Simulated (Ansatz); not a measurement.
Ansatz results at the PBE0-D4/def2-TZVP geometry: LUMO energy (PBE0/def2-TZVPP) -0.64 eV; zero-point energy (PBE0-D4/def2-TZVP) 250.9 kJ/mol; size of the dipole moment (ωB97M-V/def2-TZVPP) 0.59 D.

Each molecule was computed in one conformer, which needn't be the lowest.

**Question.** Which molecule gave them?
A. `BN([SiH3])[SiH2][SiH3]`
B. `C=CN[SiH2]Cl`
C. `BN[SiH2][SiH3]`
D. `CCN[SiH3]`

**Answer.** A. The others give `CCN[SiH3]`: 0.52, 282.3, 1.29; `BN[SiH2][SiH3]`: -0.37, 211.0, 1.30; `C=CN[SiH2]Cl`: 0.26, 206.8, 1.37.
